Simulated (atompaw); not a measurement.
An all-electron radial function and its pseudo partner (Os (Z = 76))

Columns: radius, all-electron u(r) and pseudo u(r) of the 5s shell (level -90.63 eV) of osmium in the configuration [Kr] 4d10 4f14 5s2 5p6 5d6.5 6s1.5 6p0; LDA (PW92), scalar-relativistic, PAW (atompaw) scheme, atompaw 4.2.0.5.

```csv
r (bohr),all-electron,pseudo
0.087,0.0380,0.2196
0.173,0.3581,0.4290
0.260,-0.3479,0.6257
0.346,-0.6557,0.7988
0.433,-0.4164,0.9468
0.519,0.0548,1.0625
0.606,0.5236,1.1459
0.692,0.8723,1.1944
0.779,1.0870,1.2098
0.865,1.1806,1.1943
0.952,1.1853,1.1509
1.038,1.1305,1.0854
1.125,1.0393,1.0015
1.212,0.9305,0.9058
1.298,0.8181,0.8051
1.385,0.7073,0.7024
1.471,0.6053,0.6045
1.558,0.5122,0.5127
1.644,0.4310,0.4313
1.731,0.3596,0.3597
1.817,0.2991,0.2991
1.904,0.2472,0.2472
1.990,0.2040,0.2040
2.077,0.1674,0.1674
2.163,0.1374,0.1374
2.250,0.1122,0.1122
```

(1) How many radial nodes do the two functions have?

(2) At about which radius was the pseudo-wave matched?

(3) Is the pseudo-wave norm-conserving?

Answers

(1) The all-electron 5s function has n − l − 1 = 4 (the table is too coarse to show those close to the nucleus); the pseudo-wave has 0, since the states of the same l below it are removed with the core.

(2) 1.80 bohr. The columns agree to 0.0005 from 1.64 bohr on; several derivatives are matched, so the curves merge somewhat inside the radius.

(3) No, it belongs to a PAW set: the norm inside the radius is not constrained, and the difference is carried by the augmentation charge.
